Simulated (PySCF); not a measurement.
Task: Write Cartesian coordinates for InChI=1S/C5H3ClO2/c6-4-3-8-2-1-5(4)7/h1-3H as optimised with GFN2-xTB.

Result: 
```
atom  x, y, z in Å
O1     0.5704    2.3846    0.1070
C2     0.2593    1.2143    0.0516
C3    -1.1146    0.7222   -0.0316
C4    -1.3914   -0.5895   -0.0903
O5    -0.4643   -1.5552   -0.0799
C6     0.8224   -1.1864   -0.0044
C7     1.2257    0.0983    0.0603
Cl8    2.8947    0.4805    0.1570
H9    -1.9048    1.4544   -0.0437
H10   -2.3925   -0.9929   -0.1514
H11    1.5005   -2.0276   -0.0005
```

Any rigid rotation of these coordinates is as good. Atoms count from 1 in this order. The 8 heavy atoms lie in one plane (0.001 Å rms). O5 (ring oxygen) is bent (angle 117.8°). The 6-membered ring C2–C3–C4–O5–C6–C7 has internal angles of 111.2° to 124.2° (sum 720°, against 720° for a flat polygon); it is planar, 0.00 Å rms from its mean plane, widest ring torsion 0°. The C–C distances run from 1.342 Å (C3–C4, drawn aromatic) to 1.476 Å (C2–C7, drawn aromatic), a spread of 0.134 Å.

Bonds between heavy atoms (Å): O1=C2 1.212, C2–C3 1.462, C3–C4 1.342, C4–O5 1.339, O5–C6 1.341, C6–C7 1.348, C7–Cl8 1.715, C2–C7 1.476.

The geometry is computed with GFN2-xTB (gas phase).

Point group: Cs (every atom within 0.08 Å of its image). GFN2-xTB frequencies: not computed here.
